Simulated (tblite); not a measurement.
Compound: C3H7O2S2Si (doublet state).
Atom-mapped SMILES: `[O:1][CH2:2][O:3][SiH:4]1[S:5][CH2:6][CH2:7][S:8]1` (hydrogens: H9, H10 on C2; H11 on Si4; H12, H13 on C6; H14, H15 on C7)

The geometry is computed with GFN2-xTB (gas phase). This method treats the open shell by occupation alone, without spin polarisation.

Entries marked ? are missing. Bonds in one row agree within 0.01 Å.

| coordinate | value |
| --- | --- |
| O1–C2 | 1.318 Å |
| C2–O3 | ? |
| O3–Si4 | ? |
| Si4–S5 | 2.188 Å |
| S5–C6 | ? |
| C6–C7 | 1.509 Å |
| C7–S8 | ? |
| Si4–S8 | 2.125 Å |
| C2–H9, C2–H10 | 1.105 Å |
| Si4–H11 | 1.451 Å |
| C6–H12, C7–H14 | 1.089 Å |
| C6–H13, C7–H15 | 1.089 Å |
| O1–C2–O3 | ? |
| C2–O3–Si4 | 115.0° |
| O3–Si4–S5 | 102.3° |
| O3–Si4–S8 | 114.4° |
| S5–Si4–S8 | ? |
| Si4–S5–C6 | ? |
| S5–C6–C7 | 111.2° |

Fill in the missing values.

- C2–O3 = 1.443 Å, drawn single (ends: carbon bonded to 2 O and 2 H; oxygen bonded to C and Si); 0.02 Å above the sum of covalent radii, 1.42 Å.
- O3–Si4 = 1.603 Å, drawn single (ends: oxygen bonded to C and Si; silicon bonded to O, 2 S and H); 0.17 Å below the sum of covalent radii, 1.77 Å.
- S5–C6 = 1.868 Å, drawn single (ends: sulfur bonded to C and Si; carbon bonded to C, S and 2 H); 0.06 Å above the sum of covalent radii, 1.81 Å.
- C7–S8 = 1.839 Å, drawn single (ends: carbon bonded to C, S and 2 H; sulfur bonded to C and Si); 0.03 Å above the sum of covalent radii, 1.81 Å.
- O1–C2–O3 = 112.8°, at the carbon bonded to 2 O and 2 H; the outer atoms are 2.300 Å apart.
- S5–Si4–S8 = 100.8°, at the silicon bonded to O, 2 S and H, inside a 5-membered ring; the outer atoms are 3.322 Å apart.
- Si4–S5–C6 = 95.5°, at the sulfur bonded to C and Si, inside a 5-membered ring; the outer atoms are 3.011 Å apart.

Radii are Cordero's, carbon taken as 0.76, 0.73 or 0.69 Å for four, three, and two or fewer neighbours.

Its GFN2-xTB frequencies are all real (lowest 63 cm⁻¹). Torsions: O1–C2–O3–Si4 -10°, C2–O3–Si4–S5 -22°, O3–Si4–S5–C6 -115°, Si4–S5–C6–C7 -34°, S5–C6–C7–S8 58°, C6–C7–S8–Si4 -48°.

One conformer stands for the species.
